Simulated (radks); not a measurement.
All-electron atom: S3+ in [Ne] 3s1.75 3p1 4s0.25 (fractional occupations, a model configuration). Method: scalar-relativistic Kohn-Sham, r2SCAN, spin-polarised, spherical densities, finite nucleus; open shells are filled with parallel spins first; meta-GGA in the generalised Kohn-Sham scheme; Fermi nuclear charge, rms radius 3.2611 fm; computed with a radial shooting solver on a logarithmic mesh with Libxc functionals.

Unscreened Slater integrals over Kohn-Sham orbitals (eV). They are taken over the spin-up orbitals. Empty in this configuration: 3d.

F0(4s,4s): 6.8460
F0(4s,3p): 8.4552
G1(4s,3p): 0.79265
F0(4s,3s): 8.5592
G0(4s,3s): 0.55052
F0(4s,2p): 9.5160
G1(4s,2p): 0.32850
F0(4s,3d): 8.2020
G2(4s,3d): 1.3244
F0(3p,3p): 14.916
F2(3p,3p): 7.6814
F0(3p,3s): 15.512
G1(3p,3s): 10.448
F0(3p,2p): 20.080
F2(3p,2p): 3.7001
G0(3p,2p): 1.5247
G2(3p,2p): 1.5243
F0(3p,3d): 13.592
F2(3p,3d): 6.7722
G1(3p,3d): 8.4851
G3(3p,3d): 5.2021
F0(3s,3s): 16.196
F0(3s,2p): 21.334
G1(3s,2p): 1.6803
F0(3s,3d): 14.064
G2(3s,3d): 6.5022
F0(2p,2p): 56.748
F2(2p,2p): 26.290
F0(2p,3d): 16.809
F2(2p,3d): 2.5266
G1(2p,3d): 1.5375
G3(2p,3d): 0.86219
F0(3d,3d): 12.583
F2(3d,3d): 6.2595
F4(3d,3d): 3.9953

Derived for the open shells (J is the average intra-shell exchange parameter used in DFT+U). 3p: J = F2/5 = 1.536 eV.
